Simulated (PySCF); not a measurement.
An unknown gives this computed stick spectrum. Computed with TDDFT PBE0/def2-SVPD, vertical, gas phase, core orbitals frozen in the response (PySCF 2.14.0, density-fitted response routines). Geometries: GFN2-xTB, one conformer each.

```
state  λ (nm)       f
   S1   224.0  0.0026
   S2   205.6   0.019
   S3   193.2   0.034
   S4   184.3  0.0094
   S5   180.8  0.0044
   S6   177.1   0.031
   S7   176.0  0.0037
   S8   173.0   0.011
```

Triplets computed (Tamm–Dancoff): 5.15, 5.85, 6.04 eV.

Orbital energies (eV): HOMO-3 -9.40, HOMO-2 -8.56, HOMO-1 -8.07, HOMO -6.77, LUMO -0.05, LUMO+1 0.38, LUMO+2 0.69.

Question: Which structure fits?
A. `FC(F)(F)C([SiH3])=O`
B. `CCC(C)=O`
C. `CS[Si@@H](C)O[SiH3]`

Answer: C. Its S1, at 5.54 eV, is the highest among the candidates; the nearest of the others has S1 at 4.54 eV. S1 is HOMO→LUMO (65%), HOMO→LUMO+1 (31%). Löwdin shares by element: HOMO sulfur 71%, carbon 11% or more, silicon 8% or more; LUMO silicon 29% or more, hydrogen 17% or more, sulfur 11% (atoms not listed hold the other 42%). At the same level the other candidates give, for their lowest levels:
- `O=C([SiH3])C(F)(F)F`: 366 nm (f 0.001); 182 nm (f 0.017); 179 nm (f 0.004); 174 nm (f 0.018); 166 nm (f 0.038); T1 2.65 eV; HOMO -8.04, LUMO -2.44 eV
- `CCC(C)=O`: 273 nm (f 0.000); 186 nm (f 0.018); 164 nm (f 0.007); 155 nm (f 0.015); 151 nm (f 0.002); T1 3.93 eV; HOMO -7.27, LUMO -0.39 eV

Shape of the structure used: `[CH3:1][S:2][Si@@H:3]([CH3:4])[O:5][SiH3:6]`: C1–S2–Si3–C4 -164°, S2–Si3–O5–Si6 -47°.
